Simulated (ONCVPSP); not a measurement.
**Ranking ONCV potentials for Ni**

All share these settings but for the change named:

* Element: Ni
* Generator: ONCVPSP 4.0.1
* Type: optimised norm-conserving Vanderbilt (ONCV)
* Functional: LDA (Perdew-Wang 92)
* Relativity: scalar-relativistic
* Frozen core: [Ne]
* Valence charge: 18
* Reference configuration: 3s2 3p6 3d8 (charge +2)
* Partial waves: 3s: rc 1.20 bohr, ncon 4, nbas 8, qcut 8.5 1/bohr, 1 projector; 3p: rc 1.00 bohr, ncon 3, nbas 6, qcut 14.7 1/bohr, 2 projectors, debl 1.2 Ha; 3d: rc 1.30 bohr, ncon 5, nbas 9, qcut 11.1 1/bohr, 2 projectors, debl 0.3 Ha
* Local potential: polynomial inside 0.80 bohr (lpopt 5, dvloc0 0 Ha)
* Core correction: none

In the p channel the program set the typed energies aside and used -3.346, 0.250 Ha. In the d channel the program set the typed energies aside and used -1.055, 0.250 Ha.

Cutoff: the first of the cutoffs (Ha) at which the residual kinetic energy of the hardest occupied pseudo-wave falls to 1 and 0.1 mHa per electron; the density cutoff is not measured.

The base gives 57 Ha.

Of 7 variants that were run, those that failed, showed a ghost or another fault, or gave nearly equal values are left out.

A variant can come out equal or close to the base.

Problem. Rank these variants from softest to hardest (loose cutoff).
A. functional Wu-Cohen; d: rc 1, qcut 14.4
B. d: rc 0.88
C. s: qcut 7.7

Solution. C (57 Ha), A (93 Ha), B (364 Ha).
